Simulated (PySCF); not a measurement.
Se(SH)2 (H₂S₂Se), SMILES S[Se]S. Atoms are numbered in the order given.

```xyz
5

Se     0.0000     0.0000     0.6768
S      1.7138    -0.0840    -0.6663
H      1.8641     1.2360    -0.8449
S     -1.7138     0.0840    -0.6663
H     -1.8641    -1.2360    -0.8449
```

The structure is a stationary point at ωB97X-D3(BJ)/def2-TZVP. The values are those of a single conformer.

Calculation: PySCF with KT2/pcSseg-2.

GIAO shieldings, no solvent; atoms alike by connectivity are averaged. δ = σ(ref) − σ: ⁷⁷Se against Me2Se (σ = 1704.9 ppm); ³³S against H2S (σ = 720.7 ppm); ¹H against TMS (σ = 31.47 ppm), references at their B3LYP-D3(BJ)/def2-TZVP geometries, non-relativistic.

Computed chemical shifts:
```
nucleus   atoms  count  δ (ppm)
-------  ------  -----  -------
⁷⁷Se        Se1      1    485.7
³³S      S2, S4      2    236.8
¹H       H3, H5      2     4.28
```
